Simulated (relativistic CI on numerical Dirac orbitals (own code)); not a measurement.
## Ta⁴⁺ (5d) in a crystal field

Calculated by Dirac-Coulomb-Breit CI, separate exchange-only KLI orbitals for each configuration, model QED (radiative potential, 1s self-energy scaled to tabulated hydrogen-like ionisation energies), valence Slater integrals scaled by 0.8, one configuration in a parametric crystal field (own radial code).

Field parameters in Wybourne normalisation: D3d B²₀ = −7Dσ, B⁴₀ = −14Dq − 21Dτ, B⁴₃ = −14√(10/7) Dq. The field is a parameter set, without covalency.

S is read from ⟨S²⟩ = S(S + 1).

Powder χT (cm³ K mol⁻¹) by Van Vleck's formula, with temperature-independent terms:

| Field | 2 K | 5 K | 10 K | 20 K | 50 K | 100 K | 200 K | 300 K |
| --- | --- | --- | --- | --- | --- | --- | --- | --- |
| D3d, 10Dq = 24350, Dσ = -1200, Dτ = 20 cm⁻¹ | 0.0202 | 0.0206 | 0.0212 | 0.0224 | 0.0261 | 0.0322 | 0.0444 | 0.0566 |
| D3d, 10Dq = 24350, Dσ = -980, Dτ = 20 cm⁻¹ | 0.0185 | 0.0188 | 0.0195 | 0.0207 | 0.0245 | 0.0308 | 0.0434 | 0.0559 |
| D3d, 10Dq = 24350, Dσ = -760, Dτ = 20 cm⁻¹ | 0.0168 | 0.0172 | 0.0179 | 0.0192 | 0.0231 | 0.0296 | 0.0426 | 0.0557 |
| D3d, 10Dq = 24350, Dσ = -550, Dτ = 20 cm⁻¹ | 0.0153 | 0.0158 | 0.0164 | 0.0178 | 0.0219 | 0.0287 | 0.0424 | 0.0562 |
| D3d, 10Dq = 24350, Dσ = -330, Dτ = 20 cm⁻¹ | 0.0139 | 0.0144 | 0.0151 | 0.0166 | 0.0211 | 0.0286 | 0.0435 | 0.0582 |
| D3d, 10Dq = 24350, Dσ = -110, Dτ = 20 cm⁻¹ | 0.0128 | 0.0134 | 0.0145 | 0.0167 | 0.023 | 0.0326 | 0.048 | 0.0618 |
| D3d, 10Dq = 24350, Dσ = 110, Dτ = 20 cm⁻¹ | 0.0146 | 0.0151 | 0.016 | 0.0178 | 0.023 | 0.0317 | 0.0477 | 0.0621 |
| D3d, 10Dq = 24350, Dσ = 330, Dτ = 20 cm⁻¹ | 0.025 | 0.0254 | 0.0261 | 0.0275 | 0.0317 | 0.0387 | 0.0528 | 0.0665 |

(1) For D3d, 10Dq = 24350, Dσ = -550, Dτ = 20 cm⁻¹: what effective moment follows at 300 K?

## Answers

(1) μ_eff = √(8χT) = 0.67 μB. The ground level has S = 0.50; the spin-only moment for S = 1/2 is 1.73 μB. The difference comes from the orbital moment, spin-orbit mixing of terms and temperature-independent paramagnetism, all larger in this ionic model than in covalent complexes.
